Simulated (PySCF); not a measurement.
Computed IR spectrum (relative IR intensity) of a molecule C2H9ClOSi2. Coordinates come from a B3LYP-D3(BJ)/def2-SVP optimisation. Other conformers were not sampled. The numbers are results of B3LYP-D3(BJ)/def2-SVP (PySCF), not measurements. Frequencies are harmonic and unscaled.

Lines under 2 % of the strongest are left out, and lines within 2 cm⁻¹ are merged.

```csv
ν (cm⁻¹),relative intensity
371,5.0
531,16
694,2.6
721,4.9
758,17
790,100
888,10
948,14
967,9.5
976,28
1112,7.7
1141,72
1422,11
2191,41
2223,14
2232,25
2981,11
3021,7.6
3036,3.0
3124,4.3
3128,4.3
```

### Question
Which molecule gave these data?
A) C[Si](C)(Cl)[SiH2]O
B) CCO[SiH2][SiH2]Cl
C) C[C@@H]([SiH3])O[SiH2]Cl
D) C[Si](C)(Cl)O[SiH3]

### Answer
B, CCO[SiH2][SiH2]Cl
